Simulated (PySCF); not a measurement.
Job file and geometry (Å, from GFN2-xTB) of an NMR shielding run on `InChI=1S/C7H10OS/c1-2-7-3-5-9(8)6-4-7/h1,7H,3-6H2/t7-,9-`, PySCF 2.14.0, density-fitted response routines, GIAO PBE0/pcSseg-1 NMR shielding, non-relativistic, gas phase; density fitting, a coarse starting grid and PySCF grid level 2 are the driver's defaults:

```
{"job": {"kind": "nmr", "xc": "PBE0", "basis": "pcSseg-1"}, "charge": 0, "multiplicity": 1}
C     -0.570461    -2.345594     1.540129
C      0.095342    -1.632305     0.847228
C      0.870909    -0.738704     0.004617
C      0.173542    -0.523284    -1.346646
C     -1.185290     0.126378    -1.189539
S     -0.982201     1.861724    -0.567890
O      0.090063     2.447836    -1.376942
C     -0.177751     1.330456     1.016431
C      1.114592     0.601071     0.714488
H     -1.134187    -2.987916     2.148379
H      1.843395    -1.211207    -0.181095
H      0.793878     0.132541    -1.963844
H      0.068479    -1.481181    -1.862397
H     -1.693851     0.205389    -2.149575
H     -1.821561    -0.398561    -0.480138
H      0.011713     2.241618     1.582644
H     -0.895006     0.710649     1.550185
H      1.668632     0.430749     1.641204
H      1.719958     1.239592     0.065299
```

Task: What does the program print?

Result: 
```
coarse grid: 16512 points
cycle   1  E = -745.2252246279  dE =  1.573e+00  |g| = 9.100e-01  |ddm| = 4.236e+00
cycle   2  E = -744.5920694643  dE =  6.332e-01  |g| = 1.971e+00  |ddm| = 3.821e+00
cycle   3  E = -745.3756208793  dE = -7.836e-01  |g| = 2.589e-01  |ddm| = 3.219e+00
cycle   4  E = -745.3896887756  dE = -1.407e-02  |g| = 1.051e-01  |ddm| = 4.038e-01
cycle   5  E = -745.3921375227  dE = -2.449e-03  |g| = 3.314e-02  |ddm| = 1.437e-01
cycle   6  E = -745.3923430357  dE = -2.055e-04  |g| = 1.566e-02  |ddm| = 3.920e-02
cycle   7  E = -745.3924016490  dE = -5.861e-05  |g| = 3.592e-03  |ddm| = 1.239e-02
cycle   8  E = -745.3924047916  dE = -3.143e-06  |g| = 6.064e-04  |ddm| = 3.999e-03
final grid: 155136 points
cycle   9  E = -745.4627897887  dE = -7.412e-05  |g| = 1.102e-02  |ddm| = 7.049e-02
cycle  10  E = -745.4627454579  dE =  4.433e-05  |g| = 1.795e-02  |ddm| = 3.208e-02
cycle  11  E = -745.4628165694  dE = -7.111e-05  |g| = 3.187e-03  |ddm| = 2.273e-02
cycle  12  E = -745.4628185789  dE = -2.010e-06  |g| = 5.502e-04  |ddm| = 3.267e-03
cycle  13  E = -745.4628186383  dE = -5.943e-08  |g| = 2.325e-04  |ddm| = 7.085e-04
cycle  14  E = -745.4628186484  dE = -1.010e-08  |g| = 1.251e-04  |ddm| = 2.616e-04
cycle  15  E = -745.4628186520  dE = -3.580e-09  |g| = 1.881e-05  |ddm| = 1.138e-04
cycle  16  E = -745.4628186521  dE = -8.458e-11  |g| = 3.713e-06  |ddm| = 2.609e-05
converged SCF energy = -745.4628186521

GIAO shielding tensors (ppm)
atom      isotropic    diamagn.    paramagn.     s11        s22        s33       span
  0 C      109.245     258.055    -148.810     34.095     40.855    252.785    218.690
  1 C       95.601     266.572    -170.971    -10.421      3.461    293.763    304.183
  2 C      158.546     242.190     -83.644    150.140    154.420    171.077     20.937
  3 C      164.961     247.097     -82.136    145.532    159.168    190.182     44.651
  4 C      137.475     252.766    -115.292    113.367    131.951    167.106     53.739
  5 S      232.021    1051.413    -819.391     55.023    144.918    496.122    441.099
  6 O      310.342     399.202     -88.860     94.956    322.322    513.746    418.790
  7 C      137.447     252.757    -115.310    113.334    131.890    167.118     53.784
  8 C      164.955     247.113     -82.158    145.507    159.151    190.208     44.701
  9 H       30.143      34.438      -4.295     24.608     24.839     40.982     16.374
 10 H       28.913      28.391       0.523     24.404     26.714     35.622     11.218
 11 H       28.697      30.314      -1.618     24.530     27.899     33.661      9.130
 12 H       30.050      29.356       0.694     24.712     27.586     37.850     13.138
 13 H       29.264      29.546      -0.282     24.790     27.379     35.625     10.834
 14 H       29.024      30.888      -1.864     24.755     29.648     32.668      7.912
 15 H       29.263      29.544      -0.281     24.792     27.375     35.623     10.832
 16 H       29.029      30.891      -1.862     24.762     29.650     32.676      7.914
 17 H       30.048      29.360       0.688     24.708     27.586     37.850     13.142
 18 H       28.698      30.325      -1.627     24.532     27.903     33.658      9.126
```

Task: Turn these shieldings into chemical shifts. Chemical shifts δ = σref − σ; TMS for 13C (σ = 186.93 ppm) and 1H (σ = 31.72 ppm); CS2 for 33S (σ = 503.73 ppm); 17O (σ = 336.08 ppm) against H2O, all at this level.

Result: Averaging equivalent atoms: C 1: 91.3; C 0: 77.7; C 4/7: 49.5; C 2: 28.4; C 3/8: 22.0; S 5: 272; O 6: 25.7; H 11/18: 3.02; H 10: 2.80; H 14/16: 2.69; H 13/15: 2.45; H 12/17: 1.67; H 9: 1.57 ppm. Experimental scales use liquid or dissolved standards, which lie at an offset from isolated H2O (liquid H2O: subtract about 36 ppm).

Size and cost of the density-fitted run: 210 basis functions, 43 s wall time on 1 thread of an Arm Neoverse V1, shared host.
